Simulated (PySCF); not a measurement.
## Ionisation energy of F³⁺ by level of theory

F³⁺ [He] 2s2 2p2 [2p1/2^2, M_J = 0] → F⁴⁺ [He] 2s2 2p1 [2p1/2^1, M_J = 1/2], as a difference of total energies. Computed with PySCF 2.14 in x2c-TZVPall-2c, with the two-component X2C-1e Hamiltonian. Correlated levels: 1s2 frozen. "Screened" scales the spin-orbit matrix elements by Boettger's factors to mimic the two-electron term; Breit and QED terms are absent.

```json
{"method": "GHF (spin-free)", "ionisation energy (eV)": "86.792"}
{"method": "GMP2 (spin-free)", "ionisation energy (eV)": "87.216"}
{"method": "GHF (screened spin-orbit)", "ionisation energy (eV)": "86.762"}
{"method": "GMP2 (screened spin-orbit)", "ionisation energy (eV)": "87.186"}
```

Q: How much does correlation contribute at GMP2 (screened spin-orbit)?

A: 87.186 − (86.762) = 0.424 eV, measured against GHF (screened spin-orbit).

Errors of the correlated levels include the incompleteness of this basis and the frozen core.

The labels give the starting determinants; with spin-orbit coupling the two ends relaxed to ⟨J²⟩ = 1.97, ⟨L²⟩ = 2.00, ⟨S²⟩ = 2.00 and ⟨J²⟩ = 0.93, ⟨L²⟩ = 2.01, ⟨S²⟩ = 0.75.

The determinant of F³⁺ mixes levels of different J (the jj label is only the starting occupation), so the difference between spin-free and spin-orbit rows is not the physical spin-orbit shift.

For comparison: 87.175 ± 0.017 eV (semi-empirical (NIST evaluation); NIST Atomic Spectra Database, ionization energies).
